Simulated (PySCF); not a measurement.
**Computed structure and properties of [Hf2O3]2+**

System: [Hf2O3]2+ (singlet); start: template (D3h). Method: PySCF 2.14.0, RKS PBE0, Hf def2-SVP with ECP60, O def2-SVP; non-relativistic Hamiltonian with scalar-relativistic core potentials where named; density fitting; no spin-orbit coupling.

Input of the relaxation:

```python
mol = gto.M(atom='''
Hf     0.00000     0.00000     1.27490
Hf    -0.00000    -0.00000    -1.27490
O      1.37464    -0.00003    -0.00000
O     -0.68729     1.19048    -0.00000
O     -0.68734    -1.19045     0.00000''',
    basis={'Hf': 'def2-SVP', 'O': 'def2-SVP'},
    ecp={'Hf': 'def2-SVP'},
    charge=2, spin=0)
mf = dft.RKS(mol, xc='PBE0')
mf.grids.atom_grid = (50, 194)
mf = mf.density_fit()  # fitting sets: Hf def2-universal-JKFIT, O def2-universal-JKFIT
mf.conv_tol = 1e-08; mf.max_cycle = 55
mf.kernel(dm0)  # dm0: converged density of the start geometry
# quasi-Newton relaxation in Cartesian coordinates to a largest gradient under 0.00045 Eh/bohr, steps kept in the point group
```

Run from Python with OMP_NUM_THREADS=2; the lines above give its settings. Where DIIS fails, smearing, a level shift and second-order steps follow.
It took 24 s on 2 threads of Arm Neoverse V1 (shared host), from the converged density of the start.

Course of the relaxation:

```tsv
step	energy above end (eV)	largest force component within the symmetry (eV/Å)
0	0.3924	4.710
1	0.0221	1.173
2	0.0006	0.203
3	0.0000	0.017
4	0.0000	0.003
```

Relaxed geometry (D3h):

```xyz
5

Hf    0.0000    0.0000    1.3157
Hf    0.0000    0.0000   -1.3157
O     1.4253    0.0000    0.0000
O    -0.7126    1.2343    0.0000
O    -0.7127   -1.2343    0.0000
```

| contact | Å |
| --- | --- |
| Hf1–O3 (O) | 1.940 |
| Hf1–O4 (O) | 1.940 |
| Hf1–O5 (O) | 1.940 |

On the finer grid (75, 302):

```json
{"HOMO": "-18.15 eV", "LUMO": "-12.28 eV", "Dipole about the centre of mass": "0.00 D", "Set of Mulliken populations of Hf1 outside the core potential": "s 2.23, p 6.12, d 1.79, f 0.19", "D3(BJ) dispersion energy (not in the energies)": "-0.108 eV"}
```

```json
{"atom": "Hf1", "Mulliken (e)": "1.67", "Löwdin (e)": "1.09", "spin (e)": "0.00"}
{"atom": "Hf2", "Mulliken (e)": "1.67", "Löwdin (e)": "1.09", "spin (e)": "0.00"}
{"atom": "O3", "Mulliken (e)": "-0.44", "Löwdin (e)": "-0.06", "spin (e)": "0.00"}
{"atom": "O4", "Mulliken (e)": "-0.44", "Löwdin (e)": "-0.06", "spin (e)": "0.00"}
{"atom": "O5", "Mulliken (e)": "-0.44", "Löwdin (e)": "-0.06", "spin (e)": "0.00"}
```

On the grid (50, 194), as all that follows. Harmonic modes: a minimum; lowest 294 cm⁻¹ (negative: unstable), highest 814 cm⁻¹, zero-point energy 0.289 eV.

Rigid scan of O along the line from its metal, all other atoms held (where the atom bridges, its other bond changes as well):

```csv
distance to O3 (Å),energy (eV)
1.64,1.589
1.74,0.599
1.84,0.128
1.94,0.000
2.04,0.098
2.14,0.350
2.24,0.707
2.39,1.375
```

One start shape was tried, so this needn't be the lowest isomer.
